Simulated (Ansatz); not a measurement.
Reaction (redistribution): `CB(N)[SiH2]Cl` + `O[B-]1(O)OC(C(F)(F)F)=CC(C(F)(F)F)=[O+]1` → `CB(N)[SiH2]O` + `O[B-]1(Cl)OC(C(F)(F)F)=CC(C(F)(F)F)=[O+]1`

Program: Ansatz. Geometries: PBE0-D4/def2-TZVP. ΔE: electronic, gas phase. CBS: MP2 limit from def2 TZ/QZ plus the TZ coupled-cluster correction, frozen cores. DFT in def2-TZVPP. B3LYP here is the variant with VWN-RPA as its local correlation; programs differ in this. One conformer a species, not always the lowest.

Task: Is it downhill or uphill in electronic energy at CCSD(T)/CBS, and by how much? (Estimate.)

Result: Ansatz gave: Uphill: ΔE = +39.5 kJ/mol.

Task: What do these levels give: PBE-D4, B3LYP, SCS-MP2/def2-TZVPP, HF/def2-QZVPP, MP2/def2-QZVPP, SCS-MP2/def2-QZVPP? (Estimate.)

Result: The calculation gave: PBE-D4 41.8, B3LYP 43.5, SCS-MP2/def2-TZVPP 37.3, HF/def2-QZVPP 45.3, MP2/def2-QZVPP 36.2, SCS-MP2/def2-QZVPP 36.8 kJ/mol.

Largest T1 diagnostic among the species: 0.015.

In def2-TZVPP, CCSD(T) changes the Hartree–Fock value by −5.9 kJ/mol (the triples alone add −1.0 kJ/mol) and MP2 by −9.1 kJ/mol.
